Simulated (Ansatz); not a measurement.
CH₅BiO⁺, that is BiH2(OMe) with one electron fewer. The state is a doublet with charge 1. Geometry r2SCAN-D4/def2-TZVP, that of the neutral singlet; atoms count from 1.

Cartesian coordinates in Å:
```
Bi 0.3131 -1.6193 -0.5014
H 1.6623 -2.1607 0.5540
H -0.8288 -2.5593 0.5224
O 0.0355 0.1345 0.6041
C -0.2372 1.2963 -0.1523
H 0.5765 1.5607 -0.8448
H -0.3537 2.1249 0.5536
H -1.1678 1.2229 -0.7356
```

In the def2 sets Bi takes a core potential; there is no spin–orbit coupling.

Question: Estimate the Mulliken populations from the PBE0/def2-TZVP orbitals of Ansatz.

Answer: 
```csv
atom,charge (e),spin (α − β)
Bi1,0.61,-0.01
H2,0.06,0.01
H3,0.09,0.14
O4,-0.15,0.73
C5,-0.26,-0.02
H6,0.23,0.09
H7,0.21,0.00
H8,0.21,0.05
```
Mulliken values and Mayer orders depend strongly on the basis.

Question: Where does the spin sit?

Answer: Summed by element: Bi -0.01, H 0.29, O 0.73, C -0.02, of 1 unpaired in all. Largest on single atoms: O4 0.73, H3 0.14, H6 0.09.

Question: And the Mayer bond orders between bonded heavy atoms (over 0.3)?

Answer: Bi1–O4 0.71 (2.09 Å); O4–C5 1.01 (1.41 Å).
